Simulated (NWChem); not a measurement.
System: C2H4O3S; SMILES C=CS(=O)(=O)O

Output (shortened):

```
             Northwest Computational Chemistry Package (NWChem) 7.3.0
             --------------------------------------------------------

 C1  symmetry detected

                             Geometry "geometry" -> ""
                             -------------------------

 Output coordinates in angstroms (scale by  1.889725989 to convert to a.u.)

  No.       Tag          Charge          X              Y              Z
 ---- ---------------- ---------- -------------- -------------- --------------
    1 C                    6.0000    -0.00255062    -2.26446691     0.01344469
    2 C                    6.0000     0.63816910    -1.18820357    -0.37473010
    3 S                   16.0000    -0.11770088     0.39575580    -0.08040715
    4 O                    8.0000    -1.46774075     0.22327422     0.33863580
    5 O                    8.0000     0.17886843     1.29949535    -1.15078823
    6 O                    8.0000     0.76484057     0.88540366     1.18689784
    7 H                    1.0000    -0.96694169    -2.15425932     0.48118177
    8 H                    1.0000     0.38436349    -3.26287732    -0.11381187
    9 H                    1.0000     1.59520248    -1.14168611    -0.85917066
   10 H                    1.0000     1.24913290     1.67736706     0.94806439

 Effective nuclear repulsion energy (a.u.)     339.4969831405

                                Z-matrix (autoz)
                                --------

 Units are Angstrom for bonds and degrees for angles

      Type          Name      I     J     K     L     M      Value
      ----------- --------  ----- ----- ----- ----- ----- ----------
    1 Stretch                  1     2                       1.31131
    2 Stretch                  1     7                       1.07748
    3 Stretch                  1     8                       1.07830
    4 Stretch                  2     3                       1.77958
    5 Stretch                  2     9                       1.07367
    6 Stretch                  3     4                       1.42406
    7 Stretch                  3     5                       1.43193
    8 Stretch                  3     6                       1.62009
    9 Stretch                  6    10                       0.95853
   10 Bend                     1     2     3               118.29675
   11 Bend                     1     2     9               127.20406
   12 Bend                     2     1     7               118.80814
   13 Bend                     2     1     8               123.34569
   14 Bend                     2     3     4               110.09212
   15 Bend                     2     3     5               110.49699
   16 Bend                     2     3     6                99.61382
   17 Bend                     3     2     9               114.49837
   18 Bend                     3     6    10               109.27094
   19 Bend                     4     3     5               119.52154
   20 Bend                     4     3     6               108.83576
   21 Bend                     5     3     6               106.32947
   22 Bend                     7     1     8               117.84582
   23 Torsion                  1     2     3     4         -10.68780
   24 Torsion                  1     2     3     5        -144.86555
   25 Torsion                  1     2     3     6         103.55694
   26 Torsion                  2     3     6    10         117.13416
   27 Torsion                  3     2     1     7           0.93598
   28 Torsion                  3     2     1     8        -179.28431
   29 Torsion                  4     3     2     9         169.61828
   30 Torsion                  4     3     6    10        -127.65693
   31 Torsion                  5     3     2     9          35.44052
   32 Torsion                  5     3     6    10           2.31847
   33 Torsion                  6     3     2     9         -76.13699
   34 Torsion                  7     1     2     9        -179.41370
   35 Torsion                  8     1     2     9           0.36600

  pbe96 is a nonlocal functional; adding pw91lda local functional.

                           NWChem Geometry Optimization
                           ----------------------------

 maximum gradient threshold         (gmax) =   0.000450
 rms gradient threshold             (grms) =   0.000300
 maximum cartesian step threshold   (xmax) =   0.001800
 rms cartesian step threshold       (xrms) =   0.001200
 fixed trust radius                (trust) =   0.300000
 source of zmatrix                         =   autoz

          -------------------
          Energy Minimization
          -------------------

 Using diagonal initial Hessian
 Scaling for Hessian diagonals: bonds = 1.00  angles = 0.25  torsions = 0.10

          --------
          Step   0

                                 NWChem DFT Module
                                 -----------------

 Summary of "ao basis" -> "ao basis" (spherical)
 ------------------------------------------------------------------------------
       Tag                 Description            Shells   Functions and Types
 ---------------- ------------------------------  ------  ---------------------
 C                          def2-svp                 6       14   3s2p1d
 S                          def2-svp                 8       18   4s3p1d
 O                          def2-svp                 6       14   3s2p1d
 H                          def2-svp                 3        5   2s1p

            General Information
            -------------------
          SCF calculation type: DFT
          Wavefunction type:  closed shell.
          No. of atoms     :    10
          No. of electrons :    56
           Alpha electrons :    28
            Beta electrons :    28
          Charge           :     0
          Spin multiplicity:     1
          Use of symmetry is: off; symmetry adaption is: off
          Maximum number of iterations: 150
          AO basis - number of functions:   108
                     number of shells:    50
          Convergence on energy requested:  1.00D-06
          Convergence on density requested:  1.00D-05
          Convergence on gradient requested:  5.00D-04

              XC Information
              --------------
          PerdewBurkeErnzerhof Exchange Functional  1.000
            Perdew 1991 LDA Correlation Functional  1.000 local
           PerdewBurkeErnz. Correlation Functional  1.000 non-local

             Grid Information
             ----------------
          Grid used for XC integration:  medium
          Radial quadrature: Mura-Knowles
          Angular quadrature: Lebedev.
          Tag              B.-S. Rad. Rad. Pts. Rad. Cut. Ang. Pts.
          ---              ---------- --------- --------- ---------
          C                   0.70       49          11.0       434
          S                   1.00       88          10.0       590
          O                   0.60       49          12.0       434
          H                   0.35       45          12.0       434
          Grid pruning is: on
          Number of quadrature shells:   513
          Spatial weights used:  Erf1

           DFT-D3BJ Model
          s6 scale factor  :        1.000000000000
          s8 scale factor  :        0.787500000000
          a1 parameter     :        0.428900000000
          a2 parameter     :        4.440700000000
              vdW contrib  :       -0.008901432377

      Superposition of Atomic Density Guess
      -------------------------------------

 Sum of atomic energies:        -698.66751715

      Non-variational initial energy
      ------------------------------

[...]

      ----------------------
      Optimization converged
      ----------------------

  Step       Energy      Delta E   Gmax     Grms     Xrms     Xmax
  ---- ---------------- -------- -------- -------- -------- --------
@   13    -701.54415091 -1.7D-07  0.00006  0.00002  0.00032  0.00097
                                     ok       ok       ok       ok

                                Z-matrix (autoz)
                                --------

 Units are Angstrom for bonds and degrees for angles

      Type          Name      I     J     K     L     M      Value     Gradient
      ----------- --------  ----- ----- ----- ----- ----- ---------- ----------
    1 Stretch                  1     2                       1.33854   -0.00002
    2 Stretch                  1     7                       1.10168   -0.00000
    3 Stretch                  1     8                       1.10098   -0.00001
    4 Stretch                  2     3                       1.78210   -0.00005
    5 Stretch                  2     9                       1.10100   -0.00001
    6 Stretch                  3     4                       1.46621   -0.00002
    7 Stretch                  3     5                       1.47556    0.00006
    8 Stretch                  3     6                       1.66473   -0.00005
    9 Stretch                  6    10                       0.98192   -0.00002
   10 Bend                     1     2     3               120.26021   -0.00000
   11 Bend                     1     2     9               125.96535   -0.00001
   12 Bend                     2     1     7               120.23580   -0.00001
   13 Bend                     2     1     8               120.92815    0.00001
   14 Bend                     2     3     4               109.42307    0.00000
   15 Bend                     2     3     5               108.40370   -0.00001
   16 Bend                     2     3     6                99.88356    0.00001
   17 Bend                     3     2     9               113.72493    0.00001
   18 Bend                     3     6    10               104.68705   -0.00001
   19 Bend                     4     3     5               122.77941   -0.00000
   20 Bend                     4     3     6               107.57777    0.00001
   21 Bend                     5     3     6               106.32244   -0.00001
   22 Bend                     7     1     8               118.83602   -0.00001
   23 Torsion                  1     2     3     4           2.62774   -0.00001
   24 Torsion                  1     2     3     5        -133.62056   -0.00000
   25 Torsion                  1     2     3     6         115.36366    0.00001
   26 Torsion                  2     3     6    10         114.04394    0.00001
   27 Torsion                  3     2     1     7          -2.26048    0.00001
   28 Torsion                  3     2     1     8         177.67852    0.00001
   29 Torsion                  4     3     2     9        -179.78179   -0.00000
   30 Torsion                  4     3     6    10        -131.79651    0.00002
   31 Torsion                  5     3     2     9          43.96990    0.00000
   32 Torsion                  5     3     6    10           1.40341    0.00001
   33 Torsion                  6     3     2     9         -67.04588    0.00001
   34 Torsion                  7     1     2     9        -179.53481    0.00000
   35 Torsion                  8     1     2     9           0.40419    0.00000

                         Geometry "geometry" -> "geometry"
                         ---------------------------------

 Output coordinates in angstroms (scale by  1.889725989 to convert to a.u.)

  No.       Tag          Charge          X              Y              Z
 ---- ---------------- ---------- -------------- -------------- --------------
    1 C                    6.0000    -0.04597356    -2.30595383    -0.03801214
    2 C                    6.0000     0.63885985    -1.18213259    -0.28241001
    3 S                   16.0000    -0.12710322     0.40793105    -0.03564869
    4 O                    8.0000    -1.48075217     0.21989647     0.49543424
    5 O                    8.0000     0.15942686     1.25070287    -1.21247642
    6 O                    8.0000     0.82133921     0.99315416     1.20100234
    7 H                    1.0000    -1.07481518    -2.25481273     0.35257940
    8 H                    1.0000     0.40340469    -3.29394113    -0.22269538
    9 H                    1.0000     1.66460752    -1.12309109    -0.67808288
   10 H                    1.0000     1.29664902     1.75804967     0.80962600

 Effective nuclear repulsion energy (a.u.)     332.0829026451

[...]

 Rotational Constants
 --------------------
 A=   0.153276 cm-1  (  0.220525 K)
 B=   0.084304 cm-1  (  0.121293 K)
 C=   0.081957 cm-1  (  0.117915 K)

 Temperature                      =   298.15K
 frequency scaling parameter      =   1.0000

 Zero-Point correction to Energy  =   40.302 kcal/mol  (  0.064225 au)
 Thermal correction to Energy     =   44.598 kcal/mol  (  0.071071 au)
 Thermal correction to Enthalpy   =   45.190 kcal/mol  (  0.072015 au)

 Total Entropy                    =   81.018 cal/mol-K
   - Translational                =   39.929 cal/mol-K (mol. weight = 107.9881)
   - Rotational                   =   26.812 cal/mol-K (symmetry #  =        1)
   - Vibrational                  =   14.277 cal/mol-K

 Cv (constant volume heat capacity) =   23.834 cal/mol-K
   - Translational                  =    2.979 cal/mol-K
   - Rotational                     =    2.979 cal/mol-K
   - Vibrational                    =   17.875 cal/mol-K

[normal modes left out]

 ----------------------------------------------------------------------------
 Normal Eigenvalue ||           Projected Infra Red Intensities
  Mode   [cm**-1]  || [atomic units] [(debye/angs)**2] [(KM/mol)] [arbitrary]
 ------ ---------- || -------------- ----------------- ---------- -----------
    1       -0.000 ||    0.000008           0.000         0.007       0.002
    2       -0.000 ||    0.001002           0.023         0.977       0.276
    3        0.000 ||    0.000519           0.012         0.506       0.143
    4        0.000 ||    0.002045           0.047         1.993       0.563
    5        0.000 ||    0.000000           0.000         0.000       0.000
    6        0.000 ||    0.002075           0.048         2.023       0.572
    7      101.679 ||    0.000728           0.017         0.709       0.200
    8      172.582 ||    0.060418           1.394        58.898      16.648
    9      235.480 ||    0.000323           0.007         0.315       0.089
   10      278.514 ||    0.023507           0.542        22.915       6.477
   11      346.418 ||    0.019119           0.441        18.638       5.268
   12      418.358 ||    0.000549           0.013         0.536       0.151
   13      447.131 ||    0.022212           0.512        21.653       6.120
   14      505.205 ||    0.042048           0.970        40.990      11.586
   15      619.886 ||    0.008187           0.189         7.981       2.256
   16      680.720 ||    0.038761           0.894        37.786      10.680
   17      766.460 ||    0.274166           6.325       267.271      75.544
   18      937.572 ||    0.002891           0.067         2.818       0.797
   19      951.286 ||    0.043659           1.007        42.561      12.030
   20      965.208 ||    0.000757           0.017         0.738       0.209
   21     1066.143 ||    0.037465           0.864        36.522      10.323
   22     1126.896 ||    0.175600           4.051       171.184      48.385
   23     1204.186 ||    0.006039           0.139         5.888       1.664
   24     1331.120 ||    0.089005           2.053        86.767      24.525
   25     1350.738 ||    0.107638           2.483       104.931      29.659
   26     1636.694 ||    0.000060           0.001         0.058       0.017
   27     3083.206 ||    0.001664           0.038         1.622       0.458
   28     3140.533 ||    0.000119           0.003         0.116       0.033
   29     3191.997 ||    0.001324           0.031         1.290       0.365
   30     3647.140 ||    0.126878           2.927       123.687      34.960
 ----------------------------------------------------------------------------
```

Level: PBE-D3(BJ)/def2-SVP. 

Q: Write an input that gives this output.

A: One answer among several that fit: the input that was run:
```
start job
memory heap 200 mb stack 900 mb global 1100 mb
geometry units angstroms
  C     -2.223497     0.340077     0.522673
  C     -1.148439    -0.356310     0.803457
  S      0.307573    -0.096048    -0.186081
  O     -0.011286     0.693843    -1.327289
  O      1.024537    -1.323882    -0.355788
  O      1.178197     0.801130     0.844347
  H     -2.193265     1.031455    -0.303194
  H     -3.145462     0.255792     1.075481
  H     -1.031816    -1.083863     1.584370
  H      1.980545     0.329768     1.074221
end
basis spherical
  * library def2-svp
end
dft
  xc xpbe96 cpbe96
  disp vdw 4
  iterations 150
end
driver
  maxiter 120
end
task dft optimize
task dft freq
```
